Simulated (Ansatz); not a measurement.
Basis-set series for `ClB1NC[Se]1`. Total charge 0; spin multiplicity 1. Geometry: relaxed with PBE0-D4/def2-TZVP.

```tsv
functional	basis	functions	energy (Eh)	HOMO (eV)	LUMO (eV)
PBE0-D4	def2-SVP	107	-2980.26145	-6.62	-0.03
PBE0-D4	def2-QZVPP	420	-2980.91306	-6.80	-0.52
ωB97M-V	def2-SVP	107	-2980.62838	-8.74	2.10
ωB97M-V	def2-QZVPP	420	-2981.27840	-8.95	1.12
```

(1) Give the rows for def2-TZVPP. (Estimate.)

Answers

(1) Ansatz gave: 
```csv
functional,basis,functions,energy (Eh),HOMO (eV),LUMO (eV)
PBE0-D4,def2-TZVPP,225,-2980.84260,-6.77,-0.39
ωB97M-V,def2-TZVPP,225,-2981.21075,-8.92,1.51
```

Positive LUMOs are unbound and depend on the basis. Scalar relativity is left out up to krypton.
